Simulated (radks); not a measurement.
Values are calculated unless marked as measured or tabulated.
Ru+, configuration [Kr] 4d5.5 5s1.5 (fractional occupations, a model configuration).

Code: a radial shooting solver on a logarithmic mesh with Libxc functionals. Model: scalar-relativistic Kohn-Sham, r2SCAN, spin-unpolarised, spherical densities, finite nucleus; meta-GGA in the generalised Kohn-Sham scheme; Fermi nuclear charge, rms radius 4.4809 fm.

Energy parts (eV):
| part | energy |
|---|---|
| total | -123290.511 |
| kinetic | 127497.506 |
| electron-nucleus | -296844.355 |
| Hartree | 49684.636 |
| exchange-correlation | -3628.297 |

Orbitals (lengths in bohr, moments of r in powers of bohr; <r^-3> diverges for s and p1/2):
orbital  occ.  eigenvalue (eV)  <r^-3>
1s          2        -21996.92       -
2s          2        -3187.652       -
2p          6        -2853.668    3001
3s          2        -578.3709       -
3p          6        -467.6141   516.5
3d         10        -289.9225   69.26
4s          2         -91.9253       -
4p          6         -60.9302   78.78
4d        5.5         -17.0905   6.160
5s        1.5         -12.4717       -

The highest occupied level is 5s at -12.472 eV. The electron density at the nucleus is 1.124e+05 e/bohr^3 (large components only).
